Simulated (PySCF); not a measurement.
GeH6Si, charge +1, multiplicity 2. Atoms are numbered in the order given.

```xyz
8

Si     0.0000     0.0000     1.8968
Ge     0.0000     0.0000    -0.9224
H      0.0000    -1.4564     2.1015
H      1.2612     0.7282     2.1015
H     -1.2612     0.7282     2.1015
H     -1.3108    -0.7568    -1.1142
H      0.0000     1.5135    -1.1142
H      1.3108    -0.7568    -1.1142
```
Charge +1, spin multiplicity 2.

The structure is a stationary point at B3LYP-D3(BJ)/def2-TZVP. The multiplicity is an assumed one; other spin states were not compared.

Level of theory: PBE/def2-TZVPD in PySCF.

Mulliken values depend strongly on the basis, most of all with diffuse functions as here. ESP charges are fitted to the potential on shells at 1.4 to 2.0 van der Waals radii. Atomic charges (e):

```csv
atom,ESP fit,Mulliken,Mulliken spin
Si1,0.43,0.15,0.52
Ge2,0.43,0.01,0.50
H3,0.02,0.11,0.01
H4,0.02,0.11,0.01
H5,0.02,0.11,0.01
H6,0.03,0.17,-0.02
H7,0.03,0.17,-0.02
H8,0.03,0.17,-0.02
```
